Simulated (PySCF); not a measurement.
Molecule: C$_{5}$H$_{6}$S, charge 0, multiplicity 1. 
Structure (B3LYP-D3(BJ)/def2-TZVP (Ansatz) minimum search):
```xyz
12

C     -2.2699    -0.0970    -0.0421
C     -0.7851    -0.1672     0.1103
C     -0.0546    -0.9890     0.9212
C      1.3509    -0.7886     0.8161
C      1.6750     0.1876    -0.0773
S      0.2663     0.8686    -0.7962
H     -2.6587     0.8896     0.2198
H     -2.7418    -0.8285     0.6140
H     -2.5835    -0.3123    -1.0661
H     -0.5118    -1.7181     1.5759
H      2.0842    -1.3465     1.3804
H      2.6534     0.5441    -0.3533
```
Charge 0, spin multiplicity 1.

Dispersion corrections to the total energy (kcal/mol) from the dftd3 and dftd4 libraries through PySCF: D3(BJ) without and D4 with the three-body term, each with the damping fitted for the functional named.

| functional | D3(BJ) | D4 |
|---|---|---|
| PBE0 | ___ | -6.24 |
| B2GP-PLYP | -4.90 | -3.11 |
| PW6B95 | -3.78 | ___ |
| LC-wPBE | ___ | -8.26 |
| revPBE | -18.63 | -24.07 |
| TPSS | -9.32 | -10.06 |
| CAM-B3LYP | -5.83 | -6.29 |

Task: What belongs in the gaps?

Result: 
- PBE0, D3(BJ): -6.40
- PW6B95, D4: -6.55
- LC-wPBE, D3(BJ): -7.00
